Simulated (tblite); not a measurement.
Species: C₆H₁₂N (doublet state).
Geometry (GFN2-xTB, Å), atoms numbered from 1 in this order:
```
atom  x, y, z in Å
C1    -2.8286   -0.0494   -0.3718
C2    -1.3561   -0.0129   -0.4264
C3    -0.3815   -0.9934   -0.9868
C4     0.6772   -0.4252   -0.0157
C5     1.9212    0.1744   -0.6715
N6     2.8484    0.8089    0.2494
C7    -0.3633    0.5928    0.5076
H8    -3.1952   -0.8005    0.3423
H9    -3.2238    0.9166   -0.0597
H10   -3.2416   -0.3060   -1.3475
H11   -0.6343   -2.0497   -0.8456
H12   -0.1312   -0.8543   -2.0433
H13    0.9781   -1.1475    0.7477
H14    1.6175    0.9274   -1.4045
H15    2.4665   -0.6135   -1.2004
H16    3.1782    0.1336    0.9321
H17    2.3761    1.5490    0.7590
H18   -0.1080    1.6381    0.3002
H19   -0.6096    0.5208    1.5730
```

Method: GFN2-xTB as coded in tblite; computed harmonic values from a numerical Hessian at the method's own geometry, unscaled. Against measured fundamentals such values can be off by several per cent, at times by over 20. One conformer, not necessarily the lowest. Open shells enter through the occupations alone, without spin polarisation, and single modes of such species can be off by tens of per cent.

Harmonic wavenumbers (cm⁻¹): 44.0, 72.6, 96.4, 174.7, 200.7, 294.3, 305.3, 387.9, 448.2, 644.3, 806.0, 825.3, 867.1, 929.6, 947.1, 970.6, 972.7, 994.7, 1009.8, 1048.1, 1076.5, 1105.3, 1119.6, 1184.7, 1203.8, 1212.0, 1217.6, 1255.9, 1298.7, 1318.0, 1334.2, 1381.5, 1391.6, 1450.9, 1460.5, 1468.6, 1476.2, 1482.9, 1576.6, 2851.8, 2870.9, 2881.7, 2913.8, 2924.6, 2943.4, 2951.2, 2963.1, 2997.4, 3010.0, 3378.0, 3407.5.

A = 7274, B = 1388, C = 1254 MHz; mass 98.097 u (most abundant isotopes); point group C1, symmetry number 1; spin multiplicity 2.

**Question.** What is the zero-point energy?

**Answer.** Half the sum of the wavenumbers: 36574 cm⁻¹ = 104.57 kcal/mol.

**Question.** What is S at 200 K and 1 bar for an ideal gas of classical rigid rotors and harmonic oscillators?

**Answer.** Translation 37.70, rotation 26.44, vibration 16.22, spin (R ln 2) 1.38: S = 81.7 cal/(mol K).

**Question.** And Cp and H(200 K) − H(0)?

**Answer.** Cp = 23.82 cal/(mol K), of which vibrations give 15.87 (their classical limit is 51 R = 101.3); H(200 K) − H(0) = 3.29 kcal/mol without the zero-point energy, 1.70 from vibrations.

**Question.** Blend soft modes into free rotors: weight 1/[1 + (100 cm⁻¹/ν̃)⁴] for the oscillator and the rest for a rotor with moment μB/(μ + B), μ = h/(8π²ν), B = 10⁻⁴⁴ kg m². What vibrational entropy results?

**Answer.** 14.76 cal/(mol K) in place of 16.22, which changes −T·S at 200 K by +0.29 kcal/mol.

**Question.** How do the functions run with temperature in this model?

**Answer.** 
```json
{"T (K)": "150", "S (cal/(mol K))": "75.4", "Cp (cal/(mol K))": "20.4", "H − H(0) (kcal/mol)": "2.19", "G − H(0) (kcal/mol)": "-9.12", "ln q(vib)": "2.78"}
{"T (K)": "250", "S (cal/(mol K))": "87.5", "Cp (cal/(mol K))": "27.8", "H − H(0) (kcal/mol)": "4.58", "G − H(0) (kcal/mol)": "-17.29", "ln q(vib)": "4.93"}
{"T (K)": "298.15", "S (cal/(mol K))": "92.7", "Cp (cal/(mol K))": "32.2", "H − H(0) (kcal/mol)": "6.03", "G − H(0) (kcal/mol)": "-21.63", "ln q(vib)": "5.93"}
{"T (K)": "400", "S (cal/(mol K))": "103.6", "Cp (cal/(mol K))": "42.2", "H − H(0) (kcal/mol)": "9.82", "G − H(0) (kcal/mol)": "-31.63", "ln q(vib)": "8.05"}
{"T (K)": "600", "S (cal/(mol K))": "124.0", "Cp (cal/(mol K))": "58.7", "H − H(0) (kcal/mol)": "19.99", "G − H(0) (kcal/mol)": "-54.42", "ln q(vib)": "12.27"}
{"T (K)": "900", "S (cal/(mol K))": "151.2", "Cp (cal/(mol K))": "75.0", "H − H(0) (kcal/mol)": "40.24", "G − H(0) (kcal/mol)": "-95.80", "ln q(vib)": "18.58"}
```

q(vib) and H(0) count from the zero-point level.

Hindered rotation and anharmonicity are outside this model. Other conformers, if any are populated, would add a mixing term that is left out. The structure is chiral; the term R ln 2 for an equal mix with its mirror image is left out.

Time: 0.56 s of wall time. Hardware: an Arm Neoverse V1 with one thread, shared host with 32 logical CPUs at a one-minute load of 21. This covers the Hessian and the dipole derivatives.
